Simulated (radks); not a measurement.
Question: Spherical jellium clusters: N electrons in a uniform positive sphere of charge N and radius rs N^(1/3), rs = 2.08 bohr. Method: non-relativistic Kohn-Sham, LDA (Slater exchange, Perdew-Wang correlation), spin-polarised, spherical densities; computed with a radial shooting solver with Libxc functionals. Levels are named by radial order and angular momentum (1s, 1p, 1d, 2s, ...), and open shells are averaged over m. At N = 10 the configuration is 1s2 1p6 1d(up 2, down 0). The background grows by one charge. Does electron 11 go into 1d up or 2s down or 2s up?

Answer: Into 1d up. The total energies of the other choices lie higher by 0.301 eV (2s up), 0.575 eV (2s down).
